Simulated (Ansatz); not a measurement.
Relaxation of F$_{3}$H$_{6}$NOSi$_{2}$ (13 atoms, charge 0, multiplicity 1), to a largest force component of 0.03 eV/Å in at most 50 steps.

Level of theory: RKS PBE/def2-SVP in Ansatz.

```xyz
13
Properties=species:S:1:pos:R:3
Si 0.238 -0.413 -0.421
F 0.963 0.847 1.971
F 1.346 0.669 -0.889
O -1.120 0.256 0.261
H -1.828 0.446 -0.383
F -0.261 -1.196 -1.764
N 0.991 -1.583 0.685
H 0.419 -2.428 0.852
Si 2.658 -1.599 1.302
H 3.275 -2.936 0.972
H 3.440 -0.499 0.654
H 2.690 -1.452 2.801
H 0.438 0.088 2.108
```

Where does it end, and by what steps?

The run converged. After 9 steps the energy has fallen by 0.204 eV; F2 moved furthest, 0.58 Å.

```json
{"step": "0", "energy less start (eV)": "0.0000", "largest force component (eV/Å)": "1.074", "accepted": "yes"}
{"step": "1", "energy less start (eV)": "-0.0494", "largest force component (eV/Å)": "1.377", "accepted": "yes"}
{"step": "2", "energy less start (eV)": "-0.0902", "largest force component (eV/Å)": "0.882", "accepted": "yes"}
{"step": "3", "energy less start (eV)": "-0.1485", "largest force component (eV/Å)": "0.342", "accepted": "yes"}
{"step": "4", "energy less start (eV)": "-0.1681", "largest force component (eV/Å)": "0.271", "accepted": "yes"}
{"step": "5", "energy less start (eV)": "-0.1832", "largest force component (eV/Å)": "0.343", "accepted": "yes"}
{"step": "6", "energy less start (eV)": "-0.1955", "largest force component (eV/Å)": "0.398", "accepted": "yes"}
{"step": "7", "energy less start (eV)": "-0.2016", "largest force component (eV/Å)": "0.186", "accepted": "yes"}
{"step": "8", "energy less start (eV)": "-0.2030", "largest force component (eV/Å)": "0.035", "accepted": "yes"}
{"step": "9", "energy less start (eV)": "-0.2035", "largest force component (eV/Å)": "0.020", "accepted": "yes"}
```

```xyz
13
Properties=species:S:1:pos:R:3
Si 0.202 -0.528 -0.475
F 1.047 0.770 2.540
F 1.296 0.542 -1.005
O -1.214 0.164 0.000
H -1.769 0.563 -0.693
F -0.081 -1.516 -1.737
N 0.872 -1.345 0.894
H 0.280 -2.105 1.254
Si 2.623 -1.539 1.250
H 3.179 -2.739 0.530
H 3.323 -0.305 0.789
H 2.758 -1.754 2.726
H 0.734 -0.006 2.076
```

Whether the end is a true minimum wasn't checked by a vibrational analysis.

Run time: 20 s on 4 threads of Arm Neoverse V1, with other jobs on the host, peak memory 0.2 GiB.
